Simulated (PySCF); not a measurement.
Br2, SMILES BrBr (connectivity only; charge and spin as stated), charge -1, multiplicity 2.

Geometry optimised at PBE0-D3(BJ)/def2-TZVPD.

Level of theory: PBE/def2-TZVPD in PySCF.

Isolated molecule, no solvent.

| Item | Value |
|---|---|
| total energy | -5147.63256 hartree |
| point group | D∞h |
| α spin, highest occupied and lowest empty level | -0.70 and 3.31 eV |
| β spin, highest occupied and lowest empty level | -1.16 and 0.12 eV |
| dipole moment about the centre of nuclear charge | 0.00 D |
| mean static polarisability | 82.8 bohr³ (12.27 Å³) |
| polarisability, principal values | 61.5, 61.5, 125.5 bohr³ |
| ⟨S²⟩ | 0.752 (pure state 0.75) |
